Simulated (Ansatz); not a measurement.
Geometry optimisation, DFT PBE-D3(BJ), scalar-relativistic, plane waves, PAW (Ansatz 0.2.0).

Input file:

```yaml
crystal:
  lattice:
    - [8.381516, 0.0, 0.0]
    - [0.0, 8.381516, 0.0]
    - [0.0, 0.0, 8.381516]
  atoms:
    - { symbol: C, position: [0.1870614, 0.8819781, 0.8550317] }
    - { symbol: Cl, position: [0.2921727, 1.0197047, 0.9773027] }
    - { symbol: H, position: [0.0637007, 0.9209472, 0.8441647] }
    - { symbol: H, position: [0.2430085, 0.8784105, 0.7379347] }
    - { symbol: H, position: [0.1918652, 0.7645398, 0.910165] }
    - { symbol: C, position: [0.66923, 0.6899282, 0.0364109] }
    - { symbol: Cl, position: [0.4630457, 0.6470562, 0.0612552] }
    - { symbol: H, position: [0.7117369, 0.754275, 0.1408484] }
    - { symbol: H, position: [0.734198, 0.5782686, 0.0235337] }
    - { symbol: H, position: [0.6845689, 0.7627776, -0.0699479] }
    - { symbol: C, position: [0.3608525, 0.4194269, 0.5398586] }
    - { symbol: Cl, position: [0.5170131, 0.5141487, 0.647603] }
    - { symbol: H, position: [0.3032079, 0.5071293, 0.4634393] }
    - { symbol: H, position: [0.4113196, 0.3239934, 0.4677474] }
    - { symbol: H, position: [0.2750129, 0.3707369, 0.6242112] }
    - { symbol: C, position: [0.0408811, 0.3294569, 0.1519338] }
    - { symbol: Cl, position: [-0.0723116, 0.3285088, 0.3312484] }
    - { symbol: H, position: [0.1658505, 0.3095393, 0.1809248] }
    - { symbol: H, position: [-0.0023657, 0.2347793, 0.0743427] }
    - { symbol: H, position: [0.0265818, 0.4446168, 0.0937253] }
    - { symbol: C, position: [0.8618735, 0.0531618, 0.7081044] }
    - { symbol: Cl, position: [0.7691803, 0.1493742, 0.8727809] }
    - { symbol: H, position: [0.8369732, -0.0741057, 0.7142279] }
    - { symbol: H, position: [0.8139323, 0.1025693, 0.598036] }
    - { symbol: H, position: [0.9899277, 0.0737128, 0.7139598] }
    - { symbol: C, position: [0.8607994, 0.7210703, 0.4208985] }
    - { symbol: Cl, position: [0.8871177, 0.6098563, 0.599521] }
    - { symbol: H, position: [0.7404473, 0.7013694, 0.3763812] }
    - { symbol: H, position: [0.8785461, 0.8470536, 0.4467396] }
    - { symbol: H, position: [0.9477282, 0.6810324, 0.3331781] }
    - { symbol: C, position: [0.4669899, 0.0384906, 0.3664787] }
    - { symbol: Cl, position: [0.4677666, 0.0218523, 0.5778783] }
    - { symbol: H, position: [0.4601626, 0.1640408, 0.3341513] }
    - { symbol: H, position: [0.5763692, -0.0135375, 0.319748] }
    - { symbol: H, position: [0.3639751, -0.0251209, 0.3196167] }
    - { symbol: C, position: [0.1061751, 0.7957115, 0.1695645] }
    - { symbol: Cl, position: [0.1865457, 0.6968225, 0.3390601] }
    - { symbol: H, position: [0.1957634, 0.7978011, 0.0756278] }
    - { symbol: H, position: [0.0009539, 0.731271, 0.1291859] }
    - { symbol: H, position: [0.0739354, 0.9169655, 0.2029198] }
basis:
  ecutwfc: 420.0
kpoints:
  mp_grid: { grid: [1, 1, 1] }
hamiltonian:
  xc: pbe
  dispersion: d3bj
scf:
  occupations: { method: fermi_dirac, width: 0.05 }
  lower_state_search: "off"
relax:
  f_tol: 0.3
  max_steps: 15
  adjacent_minimum: "off"
```

Run as:

```bash
$ ansatz run input.yaml --threads 1 --pin off --max-ram 3072MiB --backend cpu --events-out ev --progress --plain --runs-dir out
```

Q: Where does it end, and by what steps?

A: It converged. The threshold is loose, so the end isn't yet a minimum. The force dipped under the threshold on the way, but the program's further checks kept it going. Limits of this set-up: coarse k mesh. After 9 steps the energy has fallen by 2.290 eV; H30 moved furthest, 1.38 Å.

| step | energy less start (eV) | largest force component (eV/Å) | accepted |
| --- | --- | --- | --- |
| 0 | 0.0000 | 1.249 | yes |
| 1 | -0.7276 | 0.391 | yes |
| 2 | -1.1063 | 0.325 | yes |
| 3 | -1.4680 | 0.538 | yes |
| 4 | -1.7673 | 0.337 | yes |
| 5 | -1.9746 | 0.224 | yes |
| 6 | -2.0982 | 0.303 | yes |
| 7 | -2.1817 | 0.291 | yes |
| 8 | -2.2489 | 0.156 | yes |
| 9 | -2.2897 | 0.234 | yes |

```xyz
40
Lattice="8.3815 0.0000 0.0000 0.0000 8.3815 0.0000 0.0000 0.0000 8.3815" Properties=species:S:1:pos:R:3
C 1.940 7.183 6.646
Cl 3.063 8.464 7.232
H 0.960 7.341 7.110
H 1.858 7.269 5.555
H 2.365 6.211 6.919
C 5.437 5.510 0.226
Cl 3.985 5.165 1.223
H 6.122 6.119 0.831
H 5.901 4.560 -0.063
H 5.124 6.065 -0.661
C 2.309 3.214 5.077
Cl 3.791 3.859 5.884
H 2.087 3.848 4.206
H 2.520 2.176 4.788
H 1.470 3.258 5.788
C 0.962 2.901 1.267
Cl -0.121 2.348 2.591
H 1.997 2.801 1.603
H 0.763 2.273 0.395
H 0.727 3.947 1.056
C 7.281 0.955 6.091
Cl 6.757 1.231 7.798
H 7.193 -0.117 5.880
H 6.617 1.537 5.437
H 8.319 1.285 5.999
C 6.504 5.523 3.991
Cl 7.241 5.223 5.604
H 5.434 5.323 4.063
H 6.688 6.568 3.727
H 6.982 4.845 3.279
C 4.502 0.509 2.195
Cl 4.363 0.282 3.969
H 4.303 1.563 1.969
H 5.522 0.247 1.886
H 3.773 -0.148 1.707
C 0.755 7.173 1.632
Cl 1.380 6.380 3.110
H 1.581 7.240 0.915
H -0.059 6.562 1.229
H 0.392 8.170 1.901
```

Whether the end is a true minimum wasn't checked by a vibrational analysis.

Time of the run: 35 s on 1 thread of Arm Neoverse V2, on a shared host, peak memory 0.52 GiB.
